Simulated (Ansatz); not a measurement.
Gas-phase reaction in SMILES: [SiH3]O[SiH](Cl)Cl -> [SiH3]O[Si](Cl)Cl + H atom (the H-Si bond at the site shown breaks; other sites are not compared here)
Each molecule is optimised on its own at B3LYP-D3(BJ)/def2-TZVP (Ansatz, a first-principles code), one conformer each, not searched for the lowest. Frequencies are from Ansatz.
Geometry of the first species:
```xyz
9

Si     2.3762    -0.5527    -0.3057
O      0.7609    -0.8680    -0.4549
Si    -0.7437    -0.3643    -0.1830
Cl    -1.0415    -0.1030     1.8291
Cl    -1.0625     1.4291    -1.1250
H      3.1010    -1.7003    -0.8856
H      2.7176    -0.3983     1.1240
H      2.7052     0.6871    -1.0399
H     -1.6992    -1.3497    -0.6872
```

Property: bond dissociation energy (0 K, with B3LYP-D3(BJ) harmonic zero-point energies), in kJ/mol. Cores are frozen in the correlated levels unless marked. UHF or UKS for open shells. Spin-orbit coupling is left out. Non-relativistic. CBS marks a two-point X^-3 extrapolation of the correlation energy; Hartree-Fock from the larger set.

```
level                                        program  bond dissociation energy (kJ/mol)
------------------------------------  --------------  ---------------------------------
r2SCAN-D4/def2-TZVPD                  Ansatz + dftd4                         (withheld)
B97M-V/def2-TZVPD                             Ansatz                              382.0
B3LYP-D3(BJ)/def2-TZVPD               Ansatz + dftd3                              377.3
RPA@PBE/cc-pV(Q+d)Z                           Ansatz                         (withheld)
CCSD/cc-pV(D+d)Z                              Ansatz                              374.8
CCSD(T)/CBS(cc-pV(T+d)Z,cc-pV(Q+d)Z)          Ansatz                         (withheld)
```

Fill in the missing entries.


- r2SCAN-D4/def2-TZVPD, bond dissociation energy (kJ/mol): 366.3
- RPA@PBE/cc-pV(Q+d)Z, bond dissociation energy (kJ/mol): 382.4
- CCSD(T)/CBS(cc-pV(T+d)Z,cc-pV(Q+d)Z), bond dissociation energy (kJ/mol): 394.3
